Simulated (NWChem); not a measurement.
# Correlation energy of H$_{4}$SiSn

```
Si
H 1 1.5096
H 1 1.5128 2 107.07
H 1 1.5128 2 107.07 3 114.27
Sn 1 2.6808 2 114.67 3 -122.87
H 5 1.8022 1 86.54 2 180.00
```
Charge 0, spin multiplicity 1.

All runs are NWChem calculations. The geometry was optimised at PBE/def2-SVP with def2 effective core potentials on Sn, a minimum by its harmonic frequencies.

Basis set: def2-SVP. Each correlation energy counts from its own Hartree-Fock reference.

| method | correlation energy (mHa) | difference from CCSD(T) |
|---|---|---|
| SCS-MP2 | -208.2 | +40.3 |
| CR-CCSD[T] | -247.3 | +1.1 |
| CCSD(T) | -248.4 | 0.0 |
| CR-CCSD(T) | -247.1 | +1.3 |
| MP2 | -197.4 | +51.0 |
| CCSD+T(CCSD) | -248.6 | -0.2 |
| CCSD | -241.8 | +6.7 |

The values span 51.2 mHa, from CCSD+T(CCSD) (lowest) to MP2 (highest). 

Effective core potentials replace the inner electrons of Sn; spin-orbit coupling is left out. The correlated methods keep 9 core orbitals frozen. The structure started from a generated list of species. No row is a measurement; the coupled-cluster row has its own basis-set and correlation limits.
